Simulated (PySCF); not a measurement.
Mo(CO)6 (C6MoO6), SMILES [O+]#[C-]->[Mo](<-[C-]#[O+])(<-[C-]#[O+])(<-[C-]#[O+])(<-[C-]#[O+])<-[C-]#[O+], multiplicity 1.

The structure is a stationary point at PBE0-D3(BJ)/def2-SVP. The multiplicity is an assumed one; other spin states were not compared. The isomer is the one that the SMILES or the coordinates give; other isomers of the formula were not compared. The def2 effective core potentials stand for the cores of Mo; spin–orbit coupling is left out.

These are PySCF with TDDFT-ωB97X/def2-SVP values and carry that method's errors.

Vertical excitations; the highest root listed may be one member of a degenerate set. The molecule is in vacuum. State labels are in the subgroup D2h.

Task: List the lowest excited states. (The exact figures need the calculation; the answer reports its results.)

Result: 
```
state  symmetry  energy (eV)  λ (nm)      f                                                                 main pairs
-----  --------  -----------  ------  -----  -------------------------------------------------------------------------
S1           Au         3.91     317  0.000                                HOMO−1→LUMO+1, HOMO→LUMO+2 (degenerate set)
S2           Au         3.91     317  0.000                   HOMO−2→LUMO, HOMO→LUMO+2, HOMO−1→LUMO+1 (degenerate set)
S3          B1u         4.06     305  0.000                                HOMO→LUMO+1, HOMO−1→LUMO+2 (degenerate set)
S4          B3u         4.06     305  0.000                                HOMO−1→LUMO, HOMO−2→LUMO+1 (degenerate set)
S5          B2u         4.06     305  0.000                                  HOMO−2→LUMO+2, HOMO→LUMO (degenerate set)
S6           Au         4.09     303  0.000                     HOMO−2→LUMO 33 %, HOMO−1→LUMO+1 33 %, HOMO→LUMO+2 33 %
S7          B2u         4.62     268  0.048      HOMO→LUMO, HOMO−2→LUMO+2, HOMO−2→LUMO+5, HOMO→LUMO+3 (degenerate set)
S8          B3u         4.62     268  0.048  HOMO−2→LUMO+1, HOMO−1→LUMO, HOMO−2→LUMO+4, HOMO−1→LUMO+3 (degenerate set)
S9          B1u         4.62     268  0.048    HOMO→LUMO+1, HOMO−1→LUMO+2, HOMO−1→LUMO+5, HOMO→LUMO+4 (degenerate set)
S10          Au         4.77     260  0.000                   HOMO→LUMO+5 33 %, HOMO−1→LUMO+4 33 %, HOMO−2→LUMO+3 33 %
T1           Au         3.81     325      0                     HOMO→LUMO+2 33 %, HOMO−1→LUMO+1 33 %, HOMO−2→LUMO 33 %
T2          B1u         3.84     323      0                                HOMO−1→LUMO+2, HOMO→LUMO+1 (degenerate set)
T3          B3u         3.84     323      0                                HOMO−2→LUMO+1, HOMO−1→LUMO (degenerate set)
T4          B2u         3.84     323      0                                  HOMO−2→LUMO+2, HOMO→LUMO (degenerate set)
```
Triplets are in the Tamm–Dancoff approximation, which puts them higher than full response would, so one can lie above its singlet here.
